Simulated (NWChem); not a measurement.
System: InI$_{3}$; SMILES [I][In]([I])[I]

Input file for NWChem:

```
start job
memory heap 200 mb stack 700 mb global 900 mb
geometry units angstroms noautoz
  In     0.000000     0.000000     0.000000
  I      0.688051    -2.567840     0.000000
  I     -2.567840     0.688051     0.000000
  I      1.879790     1.879790     0.000000
end
basis spherical
  In library def2-svp
  I library def2-svp
end
ecp
  In library def2-ecp
  I library def2-ecp
end
dft
  xc revpbe cpbe96
  iterations 150
  mulliken
end
task dft energy
```

Parts of the log:

```
             Northwest Computational Chemistry Package (NWChem) 7.3.0
             --------------------------------------------------------

 D3H symmetry detected

                             Geometry "geometry" -> ""
                             -------------------------

 Output coordinates in angstroms (scale by  1.889725989 to convert to a.u.)

  No.       Tag          Charge          X              Y              Z
 ---- ---------------- ---------- -------------- -------------- --------------
    1 In                  49.0000    -0.00000000    -0.00000000     0.00000000
    2 I                   53.0000     0.68805075    -2.56784036     0.00000000
    3 I                   53.0000    -2.56784036     0.68805075     0.00000000
    4 I                   53.0000     1.87978961     1.87978961     0.00000000

 Effective nuclear repulsion energy (a.u.)    2519.3281376161

      Symmetry information
      --------------------

 Group name             D3h
 Group number             27
 Group order              12
 No. of unique centers     2

 Summary of "ao basis" -> "ao basis" (spherical)
 ------------------------------------------------------------------------------
       Tag                 Description            Shells   Functions and Types
 ---------------- ------------------------------  ------  ---------------------
 In                         def2-svp                10       26   4s4p2d
 I                          def2-svp                10       26   4s4p2d

      Symmetry analysis of basis
      --------------------------

        a1'        18
        a1"         2
        a2'         6
        a2"        10
        e'         48
        e"         20

  Rotation of axis

            General Information
            -------------------
          SCF calculation type: DFT
          Wavefunction type:  closed shell.
          No. of atoms     :     4
          No. of electrons :    96
           Alpha electrons :    48
            Beta electrons :    48
          Charge           :     0
          Spin multiplicity:     1
          Use of symmetry is: on ; symmetry adaption is: on
          Maximum number of iterations: 150
          AO basis - number of functions:   104
                     number of shells:    40
          Convergence on energy requested:  1.00D-06
          Convergence on density requested:  1.00D-05
          Convergence on gradient requested:  5.00D-04

              XC Information
              --------------
                        RevPBE Exchange Functional  1.000
            Perdew 1991 LDA Correlation Functional  1.000 local
           PerdewBurkeErnz. Correlation Functional  1.000 non-local

             Grid Information
             ----------------
          Grid used for XC integration:  medium
          Radial quadrature: Mura-Knowles
          Angular quadrature: Lebedev.
          Tag              B.-S. Rad. Rad. Pts. Rad. Cut. Ang. Pts.
          ---              ---------- --------- --------- ---------
          In                  1.55      123          10.0       590
          I                   1.40      123          12.0       590
          Grid pruning is: on
          Number of quadrature shells:   246
          Spatial weights used:  Erf1

      Superposition of Atomic Density Guess
      -------------------------------------

 Sum of atomic energies:       -1259.43166153

      Non-variational initial energy
      ------------------------------

 Total energy =   -1079.611941
 1-e energy   =   -2944.295372
 2-e energy   =    1335.683781
 HOMO         =      -0.345595
 LUMO         =      -0.077268

      Symmetry analysis of molecular orbitals - initial
      -------------------------------------------------

  Numbering of irreducible representations:

     1 a1'         2 a1"         3 a2'         4 a2"         5 e'
     6 e"

  Orbital symmetries:

     1 a1'         2 e'          3 e'          4 a1'         5 e'
     6 e'          7 a2"         8 e'          9 e'         10 e"
    11 e"         12 a2'        13 a1'        14 e'         15 e'
    16 a2"        17 a1'        18 e'         19 e'         20 e'
    21 e'         22 a2"        23 e"         24 e"         25 a2'
    26 a1'        27 e"         28 e"         29 e'         30 e'
    31 a1"        32 e'         33 e'         34 a1'        35 e"
    36 e"         37 a1'        38 e'         39 e'         40 a1'
    41 e'         42 e'         43 a2"        44 e"         45 e"
    46 e'         47 e'         48 a2'        49 a1'        50 a2"
    51 e'         52 e'         53 a1'        54 e'         55 e'
    56 a2"        57 e"         58 e"

     ---------------------------------------------
      Total Density - Mulliken Population Analysis
     ---------------------------------------------

    Atom       Charge   Shell Charges
 -----------   ------   -------------------------------------------------------
    1 In  21    19.75   2.59 -0.60  0.68  0.27  3.24  2.75  0.56  0.16  9.70  0.40
    2 I   25    25.42   1.83  0.22  1.23  0.68  2.92  3.13  2.65  2.75  9.82  0.19
    3 I   25    25.42   1.83  0.22  1.23  0.68  2.92  3.13  2.65  2.75  9.82  0.19
    4 I   25    25.42   1.83  0.22  1.23  0.68  2.92  3.13  2.65  2.75  9.82  0.19

   convergence    iter        energy       DeltaE   RMS-Dens  Diis-err
 ---------------- ----- ----------------- --------- --------- ---------
 d= 0,ls=0.0,diis     1  -1083.4796659149 -1.61D+03  2.40D-02  4.61D-01
 d= 0,ls=0.0,diis     2  -1083.2665906830  2.13D-01  1.53D-02  1.54D+00
 d= 0,ls=0.0,diis     3  -1083.5614761513 -2.95D-01  1.89D-03  2.74D-02
 d= 0,ls=0.0,diis     4  -1083.5657270262 -4.25D-03  4.25D-04  1.01D-03
 d= 0,ls=0.0,diis     5  -1083.5658383628 -1.11D-04  9.78D-05  1.02D-04
  Resetting Diis
 d= 0,ls=0.0,diis     6  -1083.5658545646 -1.62D-05  1.90D-05  1.71D-06
 d= 0,ls=0.0,diis     7  -1083.5658549488 -3.84D-07  2.06D-06  8.89D-09

[...]
```

Level: revPBE/def2-SVP with def2 effective core potentials on In, I. Structure relaxed at the PBE0/def2-SVP level. def2 effective core potentials on In, I; no spin-orbit coupling.
